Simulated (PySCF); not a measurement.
C4H4ClF, SMILES C=C(Cl)/C=C\F. Atoms are numbered in the order given.

```xyz
10

C      1.0934    -1.9834     0.0000
C      0.4592    -0.8015     0.0000
Cl    -1.2787    -0.7756     0.0000
C      1.1653     0.4710     0.0000
C      0.7024     1.7266     0.0000
F     -0.5709     2.0742     0.0000
H      0.5412    -2.9235     0.0000
H      2.1850    -2.0158     0.0000
H      2.2553     0.3887     0.0000
H      1.3727     2.5914     0.0000
```
Charge 0, spin multiplicity 1.

Coordinates come from a PBE0-D3(BJ)/def2-SVP optimisation. The structure was generated by enumeration; whether it is a known compound was not checked. Other conformers were not sampled.

Two levels are set side by side: PBE/pcSseg-1 (PySCF) and PBE0/pcSseg-1 (PySCF). GIAO shifts against CFCl3 (¹⁹F), HCl (³⁵Cl), TMS (¹H), TMS (¹³C) at the same level; non-relativistic, no solvent, atoms listed together averaged. Without spin–orbit terms, shifts of atoms bonded to Cl or Br come out too high at both levels. Differences are taken from unrounded values.

| quantity | PBE0 |
|---|---|
| δ(¹³C) of C1 (ppm) | 124.8 |
| δ(¹³C) of C2 (ppm) | 148.8 |
| δ(³⁵Cl) of Cl3 (ppm) | 244.4 |
| δ(¹³C) of C4 (ppm) | 116.5 |
| δ(¹³C) of C5 (ppm) | 158.9 |
| δ(¹⁹F) of F6 (ppm) | -115.4 |
| δ(¹H) of H7, H8 (ppm) | 5.67 |
| δ(¹H) of H9 (ppm) | 5.43 |
| δ(¹H) of H10 (ppm) | 6.72 |

Q: What does PBE give, and how far is it from PBE0? (An estimate is asked for; the answer gives what the named calculation found.)

A: 
```json
[
 {"quantity": "δ(¹³C) of C1 (ppm)", "PBE": "121.1", "PBE minus PBE0": "-3.7"},
 {"quantity": "δ(¹³C) of C2 (ppm)", "PBE": "148.2", "PBE minus PBE0": "-0.6"},
 {"quantity": "δ(³⁵Cl) of Cl3 (ppm)", "PBE": "271.6", "PBE minus PBE0": "27.2"},
 {"quantity": "δ(¹³C) of C4 (ppm)", "PBE": "115.9", "PBE minus PBE0": "-0.6"},
 {"quantity": "δ(¹³C) of C5 (ppm)", "PBE": "158.0", "PBE minus PBE0": "-0.9"},
 {"quantity": "δ(¹⁹F) of F6 (ppm)", "PBE": "-122.8", "PBE minus PBE0": "-7.4"},
 {"quantity": "δ(¹H) of H7, H8 (ppm)", "PBE": "5.53", "PBE minus PBE0": "-0.14"},
 {"quantity": "δ(¹H) of H9 (ppm)", "PBE": "5.39", "PBE minus PBE0": "-0.04"},
 {"quantity": "δ(¹H) of H10 (ppm)", "PBE": "6.76", "PBE minus PBE0": "0.04"}
]
```

Rough cost on one machine, each run with all the roots and properties that it gave: PBE0 against PBE within a factor of 2.
